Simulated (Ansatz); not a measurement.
`[BH2][Al]1[SiH2][S]1` + NH₃ → `[NH2][Al]1[SiH2][S]1` + BH₃ at 700 K and 1 bar (cleavage of the Al–B bond).

Calculated with Ansatz (gas phase, PBE0-D4/def2-TZVP geometries, no zero-point term in ΔE). CCSD(T)/CBS is the MP2 limit (def2-TZVPP, def2-QZVPP) plus CCSD(T) − MP2 in def2-TZVPP, frozen cores. This one scheme is used for every species. Each species was taken in one conformer, which may not be the lowest.

```json
{"species": "`[BH2][Al]1[SiH2][S]1`", "CCSD(T)/CBS energy (Eh)": "-956.06081", "H − E (kJ/mol)": "173.6", "S (J/(mol·K))": "447.0"}
{"species": "NH₃", "CCSD(T)/CBS energy (Eh)": "-56.50880", "H − E (kJ/mol)": "116.9", "S (J/(mol·K))": "226.5"}
{"species": "`[NH2][Al]1[SiH2][S]1`", "CCSD(T)/CBS energy (Eh)": "-986.05263", "H − E (kJ/mol)": "187.7", "S (J/(mol·K))": "437.3"}
{"species": "BH₃", "CCSD(T)/CBS energy (Eh)": "-26.55200", "H − E (kJ/mol)": "96.5", "S (J/(mol·K))": "225.0"}
```

H − E and S are ideal-gas, rigid-rotor, harmonic terms from PBE0-D4/def2-TZVP, for one conformer and one mirror image of each species. 1 Eh = 2625.50 kJ/mol, R = 8.31446 J/(mol·K).

**Question.** By hand: ΔE, ΔH, ΔS and ΔG.

**Answer.** ΔE = (-986.05263) + (-26.55200) − (-956.06081) − (-56.50880) = -0.03502 Eh = -91.9 kJ/mol. Δ(H − E) = 187.7 + 96.5 − 173.6 − 116.9 = -6.3, so ΔH = -98.2 kJ/mol. ΔS = 437.3 + 225.0 − 447.0 − 226.5 = -11.2 J/(mol·K). ΔG = -98.2 − 700 × (-11.2)/1000 = -90.4 kJ/mol.

**Question.** By hand: the equilibrium constant, and the temperature at which ΔG would vanish if ΔH and ΔS stayed fixed.

**Answer.** log₁₀ K = −ΔG/(RT ln 10) = 6.7. ΔG = 0 at ΔH/ΔS = 8768 K, far beyond where these terms or the molecules hold.

The number of gas molecules stays the same, so ΔS is small and ΔH decides. A doubt of 5 kJ/mol in ΔE shifts log₁₀ K by 0.4 here. Other conformers and mirror images would add mixing entropy, several J/(mol·K) or more a flexible species. These are equilibria of isolated gas molecules and say nothing of rates. Largest T1 diagnostic: 0.016 (customary marks: 0.02 for closed shells, 0.045 for open ones).
